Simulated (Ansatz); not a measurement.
Reaction (formal exchange of groups at the Si–F bond): `B[SiH](F)Cl` + `NBBr` → `B[SiH](Cl)BN` + `FBr`

Isolated molecules relaxed with PBE0-D4/def2-TZVP in Ansatz; ΔE leaves out vibrations. CCSD(T)/CBS is the MP2 limit (def2-TZVPP, def2-QZVPP) plus CCSD(T) − MP2 in def2-TZVPP, frozen cores. DFT in def2-TZVPP. B3LYP here is the variant with VWN-RPA as its local correlation; programs differ in this. HSE06 is defined as in plane-wave codes. For Br outer-core shells are correlated without core-valence functions, which leaves a few kJ/mol of doubt a bond. Scalar relativity is left out up to krypton. One conformer a species, not always the lowest.

```json
{"level": "B3LYP-D4", "ΔE (kJ/mol)": "447.1"}
{"level": "r2SCAN0-D4", "ΔE (kJ/mol)": "475.3"}
{"level": "HSE06-D4", "ΔE (kJ/mol)": "448.6"}
{"level": "BHLYP-D4", "ΔE (kJ/mol)": "474.6"}
{"level": "ωB97M-V", "ΔE (kJ/mol)": "459.1"}
{"level": "HSE06", "ΔE (kJ/mol)": "451.5"}
{"level": "MP2/def2-QZVPP", "ΔE (kJ/mol)": "491.8"}
{"level": "MP2/CBS(def2)", "ΔE (kJ/mol)": "493.9"}
```

Task: What does CCSD(T)/CBS give? (Estimate.)

Result: Ansatz gave: +469.1 kJ/mol. The listed levels differ from it by -22.0, 6.2, -20.5, 5.5, -10.0, -17.6, 22.7, 24.8 kJ/mol.

Task: What do rigid-rotor, harmonic-oscillator terms from PBE0-D4/def2-TZVP frequencies (298.15 K, 1 bar) make of the CCSD(T)/CBS value? (Estimate.)

Result: Ansatz gave: ΔZPE = -3.8 kJ/mol, ΔH = +467.0 kJ/mol, ΔS = -9 J/(mol·K), ΔG = +469.6 kJ/mol.

Largest T1 diagnostic among the species: 0.013.

From r2SCAN to r2SCAN0 (25 % exact exchange), in def2-TZVPP and without D4, ΔE moves by +15.3 kJ/mol. In def2-TZVPP, CCSD(T) changes the Hartree–Fock value by −39.2 kJ/mol (the triples alone add −6.9 kJ/mol) and MP2 by −14.5 kJ/mol.
